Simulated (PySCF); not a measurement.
Geometry (Å), atoms numbered from 1 in this order:
```xyz
15

C    -2.207    0.737   -0.237
O    -0.986    0.079   -0.442
C    -0.458   -0.509    0.729
Si    1.188   -1.298    0.186
C     2.282    0.072   -0.488
C     1.818    1.253   -0.724
O     1.365    2.308   -0.893
H    -2.103    1.545    0.499
H    -2.978    0.040    0.116
H    -2.506    1.156   -1.196
H    -1.164   -1.248    1.133
H    -0.317    0.254    1.507
H     0.917   -2.309   -0.842
H     1.843   -1.908    1.353
H     3.303   -0.165   -0.723
```

- structure optimised with GFN2-xTB
- shielding tensors at PBE0/pcSseg-1 (GIAO)
- code: PySCF 2.14
- single conformer, no solvent model, relativity neglected, one averaged value for each set of equivalent atoms

δ = σ(ref) − σ, references computed at the same level: ¹³C and ¹H and ²⁹Si vs TMS; ¹⁷O against H2O.

```json
{"atoms": "C6", "nucleus": "¹³C", "count": "1", "Hirshfeld charge": "0.20", "δ (ppm)": "182.6"}
{"atoms": "C5", "nucleus": "¹³C", "count": "1", "Hirshfeld charge": "-0.22", "δ (ppm)": "?"}
{"atoms": "H13/H14", "nucleus": "¹H", "count": "2", "Hirshfeld charge": "-0.08", "δ (ppm)": "4.66"}
{"atoms": "H8/H9/H10", "nucleus": "¹H", "count": "3", "Hirshfeld charge": "0.04", "δ (ppm)": "3.52"}
{"atoms": "H15", "nucleus": "¹H", "count": "1", "Hirshfeld charge": "0.06", "δ (ppm)": "1.45"}
{"atoms": "H11/H12", "nucleus": "¹H", "count": "2", "Hirshfeld charge": "0.03", "δ (ppm)": "3.40"}
{"atoms": "O2", "nucleus": "¹⁷O", "count": "1", "Hirshfeld charge": "-0.14", "δ (ppm)": "6.3"}
{"atoms": "C3", "nucleus": "¹³C", "count": "1", "Hirshfeld charge": "-0.09", "δ (ppm)": "?"}
{"atoms": "O7", "nucleus": "¹⁷O", "count": "1", "Hirshfeld charge": "-0.16", "δ (ppm)": "312.8"}
{"atoms": "Si4", "nucleus": "²⁹Si", "count": "1", "Hirshfeld charge": "0.35", "δ (ppm)": "-46.3"}
{"atoms": "C1", "nucleus": "¹³C", "count": "1", "Hirshfeld charge": "-0.04", "δ (ppm)": "?"}
```

Task: Estimate the values marked ?.

Result: 
- C1: 65.5 ppm, methyl carbon bonded to O; pulled downfield by the heteroatom
- C3: 64.5 ppm, sp3 CH2 bonded to O and Si; pulled downfield by the heteroatom
- C5: -7.4 ppm, terminal carbon of a ketene

Shifts are as computed. Against solution values, carbons near 30 ppm lie about +3 ppm off and those near 130 ppm about +5 ppm. Of 1309 compounds with measured shifts, 239 miss one by over three times the rms of a fit or turn the order of signals round; such compounds aren't used in these exercises. Unscaled 17O shifts of doubly bonded oxygen tend to come out too high, by tens of ppm or more. Experimental scales use liquid or dissolved standards, which lie at an offset from isolated H2O (liquid H2O: subtract about 36 ppm).
